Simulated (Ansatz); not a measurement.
`B[O][Ga]([Cl])[O][SiH3]`, charge 0, multiplicity 1.

Q: Give a relaxed structure at PBE0-D4/def2-TZVP (the Gaussian-basis code of Ansatz). (Best estimate.)

A: Ansatz gave: 
```xyz
11

B     1.7403   -0.3194   -1.2468
O     0.9636    0.6716   -1.7251
Ga   -0.6210    1.1552   -1.0545
Cl   -1.7347    2.5881   -2.1197
O    -1.2509    0.4943    0.4404
Si   -0.8925   -0.5374    1.6635
H     2.7904   -0.5230   -1.7910
H     1.3911   -0.9841   -0.3012
H     0.4208   -0.1979    2.2734
H    -1.9575   -0.4082    2.6895
H    -0.8494   -1.9394    1.1714
```
This is one stationary point; other conformers may exist.
